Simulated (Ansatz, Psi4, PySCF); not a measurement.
CH$_{5}$GaN, doublet, geometry from GFN2-xTB (such geometries of metal compounds can be far from the true shape) (the spin is typed, not shown lowest). Base run: B3LYP/def2-TZVP run with PySCF.

Geometry (Å):
```xyz
8

Ga     0.2286     0.1811     0.3370
C     -0.6532     1.1466    -1.3975
H     -1.7198     0.9282    -1.3981
H     -0.1886     0.7153    -2.2819
H     -0.4927     2.2226    -1.3760
N     -0.0332    -1.7038     0.2807
H     -0.9679    -2.0738     0.1311
H      0.4353    -2.3588     0.8992
```
Charge 0, spin multiplicity 2.
Orbitals are unrestricted.
All else is at PySCF's defaults.

The same geometry, method and basis name were run in Ansatz (a program for electronic structure) and Psi4 and PySCF, at each program's defaults and at the settings that a row names. The base is PySCF at its defaults. Differences at the defaults can come from grids, fitting, cores and function types together.

```
code and settings                                                                             ΔE vs base (mEh)  basis functions       E (Eh)  SCF cycles  dipole (D)
--------------------------------------------------------------------------------------------  ----------------  ---------------  -----------  ----------  ----------
PySCF, defaults (exact integrals, its default grid, spherical functions)                                 0.000              140  -2020.79513          12        0.80
Psi4, defaults (density fitting with its default set, its default grid, spherical functions)            -0.062              140  -2020.79519          11        0.80
Ansatz, defaults (factorised integrals, its default grid, spherical functions)                           0.026              140  -2020.79510           -           -
PySCF, density fitting with def2-universal-jkfit                                                        -0.069              140  -2020.79520          12        0.80
PySCF, fine grid                                                                                         0.000              140  -2020.79513          12        0.80
Psi4, exact integrals, spherical functions, fine grid                                                   -0.001              140  -2020.79513          16        0.80
Ansatz, high accuracy                                                                                    0.000              140  -2020.79513           -           -
```

Open shells are given as the SCF converged; they aren't shown to be the lowest states, and a large step between rows can be another state.
